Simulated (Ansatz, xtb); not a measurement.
**ClGaH2OSi2: which of two structures lies lower**

Structure I: a singlet given by its coordinates. Structure II: a singlet given by its coordinates. Both are isolated molecules in the gas phase, relaxed with PBE0-D3(BJ)/def2-SVP.

I (Å):

```
atom    x (Å)   y (Å)    z (Å)
  Cl   0.8063  4.2528   1.0953
  Ga   2.4766  2.1713   2.3823
   O   1.3505  1.0204   1.4003
  Si  -0.5167  3.0294  -0.0523
  Si   0.1305  0.6615   0.3765
   H  -1.8881  3.4475   0.3893
   H  -0.3621  3.5300  -1.4581
```

Close contacts (Å): Cl1–Si4 2.14, Ga2–O3 1.89, O3–Si5 1.63, Si4–Si5 2.49, Si4–H6 1.50, Si4–H7 1.50.

II (Å):

| atom | x (Å) | y (Å) | z (Å) |
| --- | --- | --- | --- |
| Cl | -2.5298 | 1.7095 | -0.8809 |
| Ga | -1.2882 | 1.8025 | 0.8676 |
| O | 0.1933 | 0.6447 | 0.8251 |
| Si | -0.3606 | 2.7282 | 2.8672 |
| Si | 1.3463 | 1.1174 | 1.9089 |
| H | -0.4160 | 4.2088 | 3.0985 |
| H | -1.0899 | 2.0653 | 4.0047 |

Close contacts (Å): Cl1–Ga2 2.15, Ga2–O3 1.88, Ga2–Si4 2.39, Ga2–Si5 2.91, O3–Si5 1.65, Si4–Si5 2.53, Si4–H6 1.50, Si4–H7 1.51.

Estimate E(II) − E(I) at the level CCSD(T)/def2-SVP + ΔMP2/def2-TZVPP.

Calculated at CCSD(T)/def2-SVP + ΔMP2/def2-TZVPP: E(II) − E(I) = +0.145 eV, so structure I lies lower.

The same difference at several levels:

```json
{"level": "PBE0-D3(BJ)/def2-SVP", "geometry": "PBE0-D3(BJ)/def2-SVP", "E(II) − E(I) (eV)": "+0.153", "departure from the last row (eV)": "+0.009", "job, with rough time for the two": "optimisation, 76 s"}
{"level": "HF/def2-SVP", "geometry": "PBE0-D3(BJ)/def2-SVP", "E(II) − E(I) (eV)": "+0.402", "departure from the last row (eV)": "+0.258", "job, with rough time for the two": "part of the CCSD(T) run"}
{"level": "MP2/def2-SVP", "geometry": "PBE0-D3(BJ)/def2-SVP", "E(II) − E(I) (eV)": "−0.010", "departure from the last row (eV)": "−0.154", "job, with rough time for the two": "part of the CCSD(T) run"}
{"level": "CCSD(T)/def2-SVP", "geometry": "PBE0-D3(BJ)/def2-SVP", "E(II) − E(I) (eV)": "+0.108", "departure from the last row (eV)": "−0.037", "job, with rough time for the two": "single point"}
{"level": "CCSD(T)/def2-SVP + ΔMP2/def2-TZVPP", "geometry": "PBE0-D3(BJ)/def2-SVP", "E(II) − E(I) (eV)": "+0.145", "departure from the last row (eV)": "", "job, with rough time for the two": "single point, 29 s"}
```

MP2/def2-SVP finds them nearly level. The largest departure from CCSD(T)/def2-SVP + ΔMP2/def2-TZVPP is that of HF/def2-SVP, 0.258 eV. Levels run at GFN2-xTB geometries aren't shown. The last row adds to CCSD(T) the change of the MP2 difference between the two basis sets, here +0.037 eV.

With harmonic frequencies from PBE0-D3(BJ)/def2-SVP (ideal gas, rigid rotor, one conformer each, 298.15 K, 1 atm): on the last row, ΔE + ΔZPE = +0.135 eV. A mode under 50 cm⁻¹ makes harmonic enthalpies and free energies unreliable, so none is given.

The correlated steps freeze 25 core orbitals; the filled d shell of Ga is correlated, in a basis made for valence electrons. Programs: Ansatz 0.2.0; the last row on 2 threads of Intel(R) Xeon(R) 6975P-C (Granite Rapids) on a shared host.
